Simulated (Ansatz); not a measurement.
A run for Ansatz (a program for electronic structure): R-BHLYP/def2-TZVPP on KNa (SMILES [Na][K]).

Ansatz 0.2 input:
```yaml
crystal:
  periodic: [false, false, false]
  atoms:
    - {symbol: Na, position_ang: [0.00000000, 0.00000000, -1.75421371]}
    - {symbol: K, position_ang: [-0.00000000, -0.00000000, 1.75421371]}
basis:
  gaussian:
    orbitals: def2-TZVPP
hamiltonian:
  xc: {name: BHLYP}
scf: {lower_state_search: off}
```

The log:

```
WARN ansatz: RAYON_NUM_THREADS=1 ignored (pool sized by the plan → 1); use --threads N
Functional definition: BHLYP
these checks for a lower state are left out or cut short: stability, starts, cluster_reference, orbital_swaps, neighbouring_geometries, increment
integrals: 0.02 GiB planned
662 factors; their error is unknown
mean field: 0.16 GiB planned
mean field evaluation 1: about -20740.4344 eV, gradient 4.4e0 eV
mean field evaluation 2: about -20740.4905 eV, gradient 2.5e0 eV
mean field evaluation 4: about -20740.5086 eV, gradient 5.5e-2 eV
mean field evaluation 8: about -20740.7591 eV, gradient 7.6e-4 eV
mean field -20740.75907517 eV, -762.2088374210 hartree, gradient 1.4e-6 eV, S^2 0.000000; 0 other end points of the search recorded, 0 dependent functions left out
reference -20740.75919759 eV, -762.2088419199 hartree; 15, 15 occupied and 50, 50 virtual orbitals, 662 factors
Total energy: -20740.75919759 eV, -762.2088419199 hartree
Checks for a lower state left out: stability, starts, cluster_reference, orbital_swaps, neighbouring_geometries, increment
```

The run converged.

Cost: around 0.7 core-seconds (rough).
